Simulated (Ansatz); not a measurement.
Isolated molecules relaxed with PBE0-D4/def2-TZVP in Ansatz; ΔE leaves out vibrations. CCSD(T)/CBS adds triple-zeta CCSD(T) − MP2 to the extrapolated MP2 energy (def2 sets, frozen cores). Functionals use def2-TZVPP. For Se outer-core shells are correlated without core-valence functions, which leaves a few kJ/mol of doubt a bond. Scalar relativity is left out up to krypton. Each species was taken in one conformer, which may not be the lowest.

`[SeH][SiH]1BC1` + `N=C(O)[SiH3]` → `O[SiH]1BC1` + `N=C([SiH3])[SeH]`  (redistribution)

```json
{"species": "`[SeH][SiH]1BC1`", "B2PLYP energy (Eh)": "-2756.43427"}
{"species": "`N=C(O)[SiH3]`", "B2PLYP energy (Eh)": "-460.40065"}
{"species": "`O[SiH]1BC1`", "B2PLYP energy (Eh)": "-430.48456"}
{"species": "`N=C([SiH3])[SeH]`", "B2PLYP energy (Eh)": "-2786.34731"}
```

(1) Work out ΔE.

Largest T1 diagnostic among the species: 0.014.

## Answers

(1) ΔE = (-430.48456) + (-2786.34731) − (-2756.43427) − (-460.40065) = 0.00305 Eh = +8.0 kJ/mol. CCSD(T)/CBS gives +5.4 kJ/mol.

The D4 term adds −3.4 kJ/mol with B3LYP and −1.6 kJ/mol with PBE0; it sums over pairs of atoms, weighted by their polarisabilities, and B3LYP, whose exchange is more repulsive, gets the larger term. In def2-TZVPP, CCSD(T) changes the Hartree–Fock value by −7.6 kJ/mol (the triples alone add +0.5 kJ/mol) and MP2 by −10.0 kJ/mol.

B3LYP here is the variant with VWN-RPA as its local correlation; programs differ in this.
